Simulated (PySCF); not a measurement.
NICS in isomers of [C8H5O2]-.

NICS is the negative of the GIAO shielding at a point without a nucleus: at the ring centre (0) and 1 Å above and below it (1); zz is the component along the ring normal. Level: GIAO PBE0/pcSseg-1 (PySCF, non-relativistic, gas phase) on the GFN2-xTB geometries, one conformer each. Atom numbers follow the mapped SMILES.

**Question.** Order these rings by mean NICS(1)zz, lowest (most negative) first (ppm).
A. ring C3–C4–C5–C6–C8–C9 in `[CH:1]#[C:2][c:3]1[cH:4][cH:5][c:6]([OH:7])[cH:8][c:9]1[O-:10]` (charge -1)
B. ring C4–C5–C6–C7–C8–C9 in `[O:1]=[C:2]([O-:3])[c:4]1[cH:5][cH:6][cH:7][c:8]2[c:9]1[CH2:10]2` (charge -1)
C. ring C3–C4–C5–C6–C7–C9 in `[CH:1]#[C:2][c:3]1[cH:4][cH:5][cH:6][c:7]([OH:8])[c:9]1[O-:10]` (charge -1)
D. ring C3–C4–C5–C7–C8–C9 in `[CH:1]#[C:2][c:3]1[cH:4][c:5]([OH:6])[cH:7][cH:8][c:9]1[O-:10]` (charge -1)

**Answer.** B (-27.4), C (-17.4), D (-14.9), A (-13.7).

| SMILES | ring | NICS(0) | NICS(1) | NICS(1)zz | HOMA | rms pucker (Å) | ring atoms with four or more neighbours |
| --- | --- | --- | --- | --- | --- | --- | --- |
| O=C([O-])c1cccc2c1C2 | 6-membered carbocycle; formal bonds all aromatic | -8.9 | -11.9 | -27.4 | 0.87 | 0.00 | 0 |
| C#Cc1cccc(O)c1[O-] | 6-membered carbocycle; formal bonds all aromatic | -7.0 | -8.2 | -17.4 | 0.77 | 0.00 | 0 |
| C#Cc1cc(O)ccc1[O-] | 6-membered carbocycle; formal bonds all aromatic | -6.3 | -7.2 | -14.9 | 0.74 | 0.00 | 0 |
| C#Cc1ccc(O)cc1[O-] | 6-membered carbocycle; formal bonds all aromatic | -6.1 | -6.8 | -13.7 | 0.73 | 0.00 | 0 |

NICS(0) gives the same order. The isotropic NICS(1) gives the same order. Over the 4 rings with a HOMA value its correlation coefficient with NICS(1)zz is -1.00. HOMA uses Krygowski's 1993 parameters. NICS(1) and NICS(1)zz are means over the two faces.
